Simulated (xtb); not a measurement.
Si(H)(OH)(SeH)2 (H4OSe2Si), SMILES O[SiH]([SeH])[SeH]. All values are semi-empirical tight-binding results from xtb (GFN2-xTB unless named), good for trends rather than for accurate numbers. Geometry optimised at GFN2-xTB. This is a generated structure with no PubChem entry under its InChIKey; it may be hypothetical. Other conformers were not sampled.

A frequency run showed that this geometry is not a minimum.

Computed properties:
```yaml
orbital_gap: 3.80 eV
static polarisability (D4 model): 88.9 bohr³
solvation energy, GFN2-xTB/ALPB(water): -7.2 kcal/mol
solvation energy, GFN2-xTB/ALPB(hexane): -4.3 kcal/mol
```
